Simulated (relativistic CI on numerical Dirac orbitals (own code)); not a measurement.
# Line list: Forbidden lines, In⁵⁺

Calculated at this level of theory: Dirac-Coulomb-Breit CI, orbitals from a KLI potential per configuration, QED by a radiative potential, valence Slater integrals scaled by 0.9, configuration energies shifted to the measured levels that pair with them (semi-empirical) (own radial code, finite nucleus).

CI space (outside the closed core [Ar] 3d10): 4s2 4p6 4d8, 4s2 4p6 4d7 5s, 4s2 4p6 4d7 5p, 4s2 4p6 4d6 5s 5p, 4s2 4p6 4d7 4f, 4s2 4p5 4d9, 4s2 4p6 4d6 4f2, 4s2 4p6 4d7 5d, 4s2 4p6 4d7 6s, 4s2 4p6 4d6 5s2, 4s2 4p6 4d7 6p, 4s2 4p4 4d10, 4s2 4p6 4d7 5f, 4s2 4p6 4d7 6d, 4s 4p6 4d9, 4s2 4p6 4d7 5g, 4s2 4p5 4d8 4f, 4s2 4p6 4d7 6f, 4s2 4p6 4d6 5p2, 4s2 4p6 4d6 5s 5d, 4s2 4p6 4d6 4f 5s, 4s2 4p5 4d8 5s, 4s2 4p6 4d6 5p 5d, 4s 4p6 4d8 4f, 4p6 4d10. Levels of other configurations are missing.

| λ vac (Å) | Lower | Upper | Type | A (s⁻¹) | gf | Branching (%) |
| --- | --- | --- | --- | --- | --- | --- |
| 428.90 | 4s2 4p6 4d8 3F_4 [1] | 4s2 4p6 4d7 5s 1G_4 [28] | E2 | 2.70e+03 | 6.70e-07 | 6.0 |
| 431.32 | 4s2 4p6 4d8 3F_4 [1] | 4s2 4p6 4d7 5s 3H_6 [26] | E2 | 2.89e+04 | 1.05e-05 | 99.2 |
| 434.67 | 4s2 4p6 4d8 3F_4 [1] | 4s2 4p6 4d7 5s 3P_2 [24] | E2 | 4.71e+04 | 6.67e-06 | 79.8 |
| 439.30 | 4s2 4p6 4d8 3F_3 [2] | 4s2 4p6 4d7 5s 3H_5 [29] | E2 | 2.21e+04 | 7.02e-06 | 67.4 |
| 440.89 | 4s2 4p6 4d8 3F_3 [2] | 4s2 4p6 4d7 5s 1G_4 [28] | E2 | 1.07e+03 | 2.82e-07 | 2.4 |
| 444.20 | 4s2 4p6 4d8 3F_2 [3] | 4s2 4p6 4d7 5s 1G_4 [28] | E2 | 2.10e+04 | 5.60e-06 | 46.8 |
| 444.29 | 4s2 4p6 4d8 3F_4 [1] | 4s2 4p6 4d7 5s 3G_5 [21] | E2 | 2.56e+04 | 8.34e-06 | 97.5 |
| 446.42 | 4s2 4p6 4d8 3F_3 [2] | 4s2 4p6 4d7 5s 3G_3 [25] | E2 | 2.67e+03 | 5.59e-07 | 10.4 |
| 446.99 | 4s2 4p6 4d8 3F_3 [2] | 4s2 4p6 4d7 5s 3P_2 [24] | E2 | 3.49e+03 | 5.23e-07 | 5.9 |
| 449.82 | 4s2 4p6 4d8 3F_2 [3] | 4s2 4p6 4d7 5s 3G_3 [25] | E2 | 1.63e+04 | 3.45e-06 | 63.1 |
| 450.82 | 4s2 4p6 4d8 3F_2 [3] | 4s2 4p6 4d7 5s 3P_1 [23] | E2 | 3.27e+04 | 2.99e-06 | 59.2 |
| 453.69 | 4s2 4p6 4d8 3F_4 [1] | 4s2 4p6 4d7 5s 5P_2 [17] | E2 | 4.81e+03 | 7.43e-07 | 25.3 |
| 453.80 | 4s2 4p6 4d8 3F_3 [2] | 4s2 4p6 4d7 5s 3G_4 [22] | E2 | 2.37e+04 | 6.60e-06 | 78.1 |
| 456.90 | 4s2 4p6 4d8 3F_4 [1] | 4s2 4p6 4d7 5s 3F_3 [16] | E2 | 2.31e+04 | 5.07e-06 | 32.8 |
| 457.31 | 4s2 4p6 4d8 3F_2 [3] | 4s2 4p6 4d7 5s 3G_4 [22] | E2 | 1.21e+03 | 3.41e-07 | 4.0 |
| 460.90 | 4s2 4p6 4d8 3P_2 [4] | 4s2 4p6 4d7 5s 3P_0 [27] | E2 | 3.29e+04 | 1.05e-06 | 69.3 |
| 463.44 | 4s2 4p6 4d8 3F_3 [2] | 4s2 4p6 4d7 5s 3F_2 [19] | E2 | 2.01e+04 | 3.24e-06 | 31.7 |
| 465.54 | 4s2 4p6 4d8 3P_2 [4] | 4s2 4p6 4d7 5s 3G_3 [25] | E2 | 5.70e+03 | 1.30e-06 | 22.1 |
| 465.65 | 4s2 4p6 4d8 3F_3 [2] | 4s2 4p6 4d7 5s 5P_3 [18] | E2 | 4.10e+03 | 9.32e-07 | 66.8 |
| 466.62 | 4s2 4p6 4d8 3P_2 [4] | 4s2 4p6 4d7 5s 3P_1 [23] | E2 | 1.91e+04 | 1.87e-06 | 34.6 |
| 467.10 | 4s2 4p6 4d8 3F_2 [3] | 4s2 4p6 4d7 5s 3F_2 [19] | E2 | 3.08e+04 | 5.04e-06 | 48.5 |
| 467.13 | 4s2 4p6 4d8 3F_3 [2] | 4s2 4p6 4d7 5s 5P_2 [17] | E2 | 1.44e+03 | 2.36e-07 | 7.6 |
| 467.76 | 4s2 4p6 4d8 3F_4 [1] | 4s2 4p6 4d7 5s 3F_4 [15] | E2 | 5.43e+04 | 1.60e-05 | 75.9 |
| 470.53 | 4s2 4p6 4d8 3F_3 [2] | 4s2 4p6 4d7 5s 3F_3 [16] | E2 | 3.03e+04 | 7.03e-06 | 42.9 |
| 470.85 | 4s2 4p6 4d8 3F_2 [3] | 4s2 4p6 4d7 5s 5P_2 [17] | E2 | 1.01e+04 | 1.67e-06 | 52.9 |
| 474.31 | 4s2 4p6 4d8 3F_2 [3] | 4s2 4p6 4d7 5s 3F_3 [16] | E2 | 3.71e+03 | 8.75e-07 | 5.3 |
| 476.42 | 4s2 4p6 4d8 1D_2 [7] | 4s2 4p6 4d7 5s 1G_4 [28] | E2 | 3.33e+03 | 1.02e-06 | 7.4 |
| 477.89 | 4s2 4p6 4d8 1D_2 [7] | 4s2 4p6 4d7 5s 3P_0 [27] | E2 | 1.45e+04 | 4.97e-07 | 30.6 |
| 479.14 | 4s2 4p6 4d8 3P_0 [5] | 4s2 4p6 4d7 5s 3P_2 [24] | E2 | 4.19e+03 | 7.20e-07 | 7.1 |
| 479.48 | 4s2 4p6 4d8 3P_1 [6] | 4s2 4p6 4d7 5s 3P_2 [24] | E2 | 2.37e+03 | 4.08e-07 | 4.0 |
| 481.12 | 4s2 4p6 4d8 3P_2 [4] | 4s2 4p6 4d7 5s 5P_1 [20] | E2 | 3.97e+03 | 4.13e-07 | 62.8 |
| 482.06 | 4s2 4p6 4d8 3F_3 [2] | 4s2 4p6 4d7 5s 3F_4 [15] | E2 | 6.05e+03 | 1.90e-06 | 8.5 |
| 484.28 | 4s2 4p6 4d8 1G_4 [8] | 4s2 4p6 4d7 5s 1G_4 [28] | E2 | 1.60e+04 | 5.06e-06 | 35.5 |
| 486.02 | 4s2 4p6 4d8 3F_2 [3] | 4s2 4p6 4d7 5s 3F_4 [15] | E2 | 3.25e+03 | 1.04e-06 | 4.5 |
| 487.23 | 4s2 4p6 4d8 3F_4 [1] | 4s2 4p6 4d7 5s 5F_4 [11] | E2 | 3.41e+03 | 1.09e-06 | 82.3 |
| 491.53 | 4s2 4p6 4d8 1D_2 [7] | 4s2 4p6 4d7 5s 3G_4 [22] | E2 | 2.83e+03 | 9.22e-07 | 9.3 |
| 491.83 | 4s2 4p6 4d8 3P_2 [4] | 4s2 4p6 4d7 5s 3F_3 [16] | E2 | 7.25e+03 | 1.84e-06 | 10.3 |
| 494.84 | 4s2 4p6 4d8 3F_3 [2] | 4s2 4p6 4d7 5s 5F_3 [12] | E2 | 1.12e+03 | 2.87e-07 | 75.1 |
| 496.84 | 4s2 4p6 4d8 3F_4 [1] | 4s2 4p6 4d7 5s 5F_5 [10] | E2 | 6.86e+02 | 2.79e-07 | 96.1 |
| 498.08 | 4s2 4p6 4d8 3P_0 [5] | 4s2 4p6 4d7 5s 3F_2 [19] | E2 | 4.24e+03 | 7.88e-07 | 6.7 |
| 498.45 | 4s2 4p6 4d8 3P_1 [6] | 4s2 4p6 4d7 5s 3F_2 [19] | E2 | 5.58e+03 | 1.04e-06 | 8.8 |
| 499.90 | 4s2 4p6 4d8 1G_4 [8] | 4s2 4p6 4d7 5s 3G_4 [22] | E2 | 2.51e+03 | 8.47e-07 | 8.3 |
| 504.43 | 4s2 4p6 4d8 3P_2 [4] | 4s2 4p6 4d7 5s 3F_4 [15] | E2 | 6.01e+03 | 2.06e-06 | 8.4 |
| 506.67 | 4s2 4p6 4d8 3P_1 [6] | 4s2 4p6 4d7 5s 3F_3 [16] | E2 | 5.55e+03 | 1.49e-06 | 7.9 |
| 524.85 | 4s2 4p6 4d8 1D_2 [7] | 4s2 4p6 4d7 5s 3F_4 [15] | E2 | 1.87e+03 | 6.94e-07 | 2.6 |

Terms are leading LS components. Brackets give the number of a level in order of energy, since labels repeat. The list gives strong lines, with weight on those to low levels, without configurations that were not tied to measured data, among the lowest 400 of 7901 levels, so that lines to higher ones, which can be the strongest, are missing, and without 2 lines that miss the measured interval by over 7 %, start from a term whose rates miss tabulated ones by over 60 %, have gauges far apart or, lacking measured levels, span too small a gap for the errors found; lines with a level outside our table were not tested and can miss by more. Levels whose partners in the same complex of configurations lie outside the list can be far off, and so can their lines. Rates are taken at the computed energies, electric ones in the length gauge.

Configurations whose levels could be paired with our table of measured levels were shifted onto them, all but the ground configuration, by the median error of their levels; single terms can still be off by 1,000 to 2,000 cm⁻¹ or more, and rates follow the energies as ν³ (E1, M1) or ν⁵ (E2). The others borrow a shift and can be off by several thousand cm⁻¹ or more. 37 of the 69 excited levels that our extract of the measured tables holds in this range could be paired (the sources list more); they are missed by 912 cm⁻¹ on average and 3021 at most, after the shifts were fitted to these levels, and levels without a partner can miss by more. Some levels of the ground configuration have no partner and can miss by 10 % or more.

Problem. From the table, what is the radiative lifetime of 4s2 4p6 4d7 5s 1G_4?

Solution. The listed rates from this level add up to about 4.41e+04 s⁻¹, 98 % of its decay; with all channels τ = 2.22e-05 s.

LS names give the leading component of a level, which can be under half, so a name can repeat, a term be missing and a line seem to break the LS rules.
